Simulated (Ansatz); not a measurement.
The same ligand exchange along the group F, Cl, Br, I.

Computed with Ansatz on PBE0-D4/def2-TZVP structures; ΔE is electronic, products minus reactants. CCSD(T)/CBS adds triple-zeta CCSD(T) − MP2 to the extrapolated MP2 energy (def2 sets, frozen cores). This one scheme is used for every species. Functionals use def2-TZVPP. def2 core potentials past Kr. For Br, I, Li outer-core shells are correlated without core-valence functions, which leaves a few kJ/mol of doubt a bond. Scalar relativity is left out up to krypton.

```csv
reaction,HF/CBS(def2) (kcal/mol),B2PLYP (kcal/mol)
`[Li][F]` + dimethylamine → `[Li][N](C)C` + H–F,42.9,39.7
`[Li][Cl]` + dimethylamine → `[Li][N](C)C` + HCl,56.3,47.8
`[Li][Br]` + dimethylamine → `[Li][N](C)C` + HBr,60.6,50.9
`[Li][I]` + dimethylamine → `[Li][N](C)C` + HI,61.5,50.7
```

(1) Give the CCSD(T)/CBS values in the same order. (Best estimate.)

Largest T1 diagnostic: 0.013, for `[Li][F]`.

Results:

(1) Computed: 38.7, 48.5, 51.8, 52.2 kcal/mol.
